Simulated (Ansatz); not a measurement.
Gas-phase reaction in SMILES: CB(C)Cl [chloro(dimethyl)borane] → [CH2-]B(C)Cl + H+
Geometries: B3LYP-D3(BJ)/def2-TZVP minima from Ansatz (a program for electronic structure), one conformer each, not searched for the lowest. Frequencies are from Ansatz.
Geometry of the first species:
SMILES: B(Cl)(C)C
```xyz
10

C      1.4255    -0.9875    -0.4063
B      0.0192    -0.3520    -0.1827
C     -1.3160    -1.0184    -0.6351
Cl    -0.0670     1.2264     0.6367
H      1.3875    -2.0783    -0.4510
H      2.1747    -0.6750     0.3208
H      1.7812    -0.6533    -1.3905
H     -1.6549    -1.6609     0.1891
H     -2.1209    -0.3108    -0.8325
H     -1.1825    -1.6752    -1.4977
```

Wanted: gas-phase deprotonation energy (enthalpy at 298 K, with B3LYP-D3(BJ) rigid-rotor harmonic-oscillator terms), in kcal/mol. Correlated levels leave the core frozen unless marked. No spin-orbit coupling. No relativistic terms. Anions need diffuse functions: aug- sets have them; def2-D sets add few; the other sets have none. CBS(X,Y): correlation extrapolated as X^-3; Hartree-Fock from the larger set. The bracket is a focal-point correction in the basis named.

RI-MP2/CBS(aug-cc-pV(T+d)Z,aug-cc-pV(Q+d)Z)+[CCSD(T)-MP2]/aug-cc-pV(T+d)Z (Ansatz) gives 360.9 kcal/mol.

Task: Another calculation gave 363.1 kcal/mol. Which level was it?
A) PBE/def2-TZVPD (Ansatz)
B) LC-wPBE/def2-TZVPD (Ansatz)
C) SVWN5/def2-TZVPD (Ansatz)
D) r2SCANh/def2-TZVPD (Ansatz)

Result: D, r2SCANh/def2-TZVPD (Ansatz). The others give 359.2 (PBE), 352.0 (SVWN5), 366.5 (LC-wPBE) kcal/mol.
